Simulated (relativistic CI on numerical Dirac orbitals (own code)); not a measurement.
Method of calculation: Dirac-Coulomb-Breit CI, orbitals from a KLI potential per configuration, model QED (radiative potential, 1s self-energy scaled to tabulated hydrogen-like ionisation energies), unscaled Slater integrals (own radial code, finite nucleus).

The strongest absorption lines from the ground level of an ion, among the configurations computed and to levels below about 201 eV (vacuum wavelength in Å, gf): 124.02 (1.4), 127.32 (0.75), 130.12 (1.4), 130.45 (2.1), 131.51 (3.5), 136.48 (0.54), 158.02 (0.37), 212.64 (0.36).

Task: Which ion is it?
A. Sb²⁰⁺
B. Ag¹⁴⁺
C. Cs²²⁺
D. Sb¹⁸⁺

Result: D. Sb¹⁸⁺ has 33 electrons and the ground level 4s²4p³ ⁴S°3/2; the strongest line goes to 4s²4p²4d ⁴P5/2. The pattern of lines fixes the number of electrons, and along that sequence the line energies rise steadily with the charge (about as its square where n changes within one kind of shell, about linearly where n is kept but much faster in heavy ions where fine structure, which grows about as Z⁴, sets the gap, and irregularly where shells cross), which fixes Z. Configurations outside the model, such as inner-shell arrays, can give stronger lines. At this charge energies of transitions that change n are usually good to better than 1 %, and those within a shell (Δn = 0) to a few per cent.

LS names give the leading component of a level, which can be under half, so a name can repeat, a term be missing and a line seem to break the LS rules.
